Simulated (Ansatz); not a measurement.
Geometry optimisation, RKS r2SCAN/def2-SVP (Ansatz).

Input:

```yaml
crystal:
  periodic: [false, false, false]
  atoms:
    - { symbol: Si, position_ang: [-0.737902, -0.572308, -0.169773] }
    - { symbol: S, position_ang: [2.049337, 1.0454, 1.064097] }
    - { symbol: O, position_ang: [-0.201759, -1.517125, 0.911373] }
    - { symbol: H, position_ang: [1.543717, -0.163126, 1.434263] }
    - { symbol: O, position_ang: [-1.969587, 0.504601, -0.044286] }
    - { symbol: O, position_ang: [-0.267999, -0.518038, -1.73188] }
    - { symbol: H, position_ang: [2.669805, 0.498, -0.002794] }
    - { symbol: H, position_ang: [-2.366046, 0.597626, 0.833446] }
    - { symbol: H, position_ang: [-0.719666, 0.12497, -2.294446] }
basis:
  gaussian: { orbitals: def2-SVP }
hamiltonian:
  xc: r2scan
relax:
  f_tol: 0.03
  max_steps: 50
```

Command:

```bash
$ ansatz run input.yaml --threads 2 --pin off --max-ram 3072MiB --backend cpu --events-out ev --progress --plain --runs-dir out
```

Q: Where does it end, and by what steps?

A: The forces met the threshold. After 13 steps the energy has fallen by 0.170 eV; S2 moved furthest, 0.61 Å.

```tsv
step	energy less start (eV)	largest force component (eV/Å)	accepted
0	0.0000	0.221	yes
1	-0.0612	0.219	yes
2	-0.1136	0.323	yes
3	-0.1517	0.206	yes
4	-0.1554	0.062	yes
5	-0.1577	0.041	yes
6	-0.1599	0.050	yes
7	-0.1612	0.291	yes
8	-0.1643	0.191	yes
9	-0.1656	0.296	yes
10	-0.1696	0.051	yes
11	-0.1699	0.058	yes
12	-0.1701	0.048	yes
13	-0.1702	0.023	yes
```

```xyz
9
Properties=species:S:1:pos:R:3
Si -0.527 -0.477 -0.069
S 1.518 0.940 0.790
O -0.267 -1.629 0.914
H 1.637 -0.170 1.558
O -1.753 0.630 0.020
O -0.042 -0.433 -1.643
H 2.265 0.408 -0.204
H -2.267 0.573 0.836
H -0.563 0.158 -2.202
```

Whether the end is a true minimum wasn't checked by a vibrational analysis.

Run time: 27 s on 2 threads of Intel(R) Xeon(R) Platinum 8488C (Sapphire Rapids), with other jobs on the host, peak memory 0.17 GiB.
